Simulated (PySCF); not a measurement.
**Simulated absorption spectrum**

Species: C₆H₉FO.
SMILES: `CO/C=C/C/C=C\F`

Method: PySCF, TDDFT B3LYP/def2-SVPD, vertical, gas phase, core orbitals frozen in the response. One conformer (not necessarily the lowest) at the PBE0-D3(BJ)/def2-SVP geometry, without solvent, vibrations or thermal averaging. Torsions of this conformer, `[CH3:1][O:2]/[CH:3]=[CH:4]/[CH2:5]/[CH:6]=[CH:7]\[F:8]`: C1–O2–C3–C4 -1°, C3–C4–C5–C6 -115°, C4–C5–C6–C7 -120°.

Each state is given a Gaussian of 0.3 eV full width at half maximum, with ε(max) = 2.175×10⁸ f / Δν̃ (Δν̃ the width in cm⁻¹). The width is an assumption, not a result. The curve ends short of the highest state used, and states not computed would add to its high-energy end.

| λ (nm) | ε (L mol⁻¹ cm⁻¹) |
| --- | --- |
| 187.1 | 22061 |
| 188.3 | 19833 |
| 189.6 | 15907 |
| 190.8 | 11968 |
| 192.1 | 8306 |
| 193.3 | 5854 |
| 194.5 | 4252 |
| 195.8 | 3194 |
| 197.0 | 2575 |
| 198.3 | 2111 |
| 199.5 | 1819 |
| 200.8 | 1661 |
| 202.0 | 1675 |
| 203.2 | 1822 |
| 204.5 | 2069 |
| 205.7 | 2303 |
| 207.0 | 2491 |
| 208.2 | 2591 |
| 209.5 | 2670 |
| 210.7 | 2818 |
| 212.0 | 3200 |
| 213.2 | 3865 |
| 214.4 | 4872 |
| 215.7 | 6294 |
| 216.9 | 7762 |
| 218.2 | 9272 |
| 219.4 | 10350 |
| 220.7 | 10958 |
| 221.9 | 10901 |
| 223.1 | 10265 |
| 224.4 | 9055 |
| 225.6 | 7639 |
| 226.9 | 6003 |
| 228.1 | 4567 |
| 229.4 | 3220 |
| 230.6 | 2224 |
| 231.8 | 1470 |
| 233.1 | 894 |
| 234.3 | 542 |
| 235.6 | 301 |
| 236.8 | 168 |
| 238.1 | 85 |
| 239.3 | 44 |
| 240.5 | 22 |

**Question.** Locate the maxima and give the states behind the curve.

**Answer.** 221 nm (5.61 eV), ε about 11000, made up of S1 (100%) (ε in L mol⁻¹ cm⁻¹; maxima over ε = 5, shares over 10%). At its high-energy end, 6.63 eV, the curve is still rising (ε about 22000, from S5). The states used: S1 5.60 eV (f 0.122); S2 5.97 eV (f 0.026); S3 6.30 eV (f 0.0071); S4 6.35 eV (f 0.017); S5 6.65 eV (f 0.238); S6 6.71 eV (f 0.0094); S7 6.83 eV (f 0.0035); S8 7.07 eV (f 0.111); S9 7.15 eV (f 0.0017); S10 7.23 eV (f 0.029).

**Question.** On this curve, what absorbance would a 10⁻⁴ mol/L sample give at 222 nm over a 1 cm path?

**Answer.** 222 nm is 5.585 eV, where ε is about 11000 L mol⁻¹ cm⁻¹, so A = ε c l ≈ 1.1 (Beer–Lambert, with the gas-phase spectrum and the assumed width).

**Question.** What would ε be at 5.61 eV, the highest of these maxima, with half the width (0.15 eV)?

**Answer.** About 21900 L mol⁻¹ cm⁻¹ against 11000, a factor of about 1.99; a lone state at its own centre would give exactly 2.

**Question.** Coming from long wavelengths, where does ε first pass 100 L mol⁻¹ cm⁻¹?

**Answer.** At about 238 nm (5.21 eV), 0.39 eV below S1.

All these states lie below the vertical ionisation energy of 8.41 eV (ΔSCF).

Hardware: one thread of an Arm Neoverse V2, shared host with 96 logical CPUs at a one-minute load of 64. Cost: 2.5 min of wall time, 1.1 GiB resident at most.
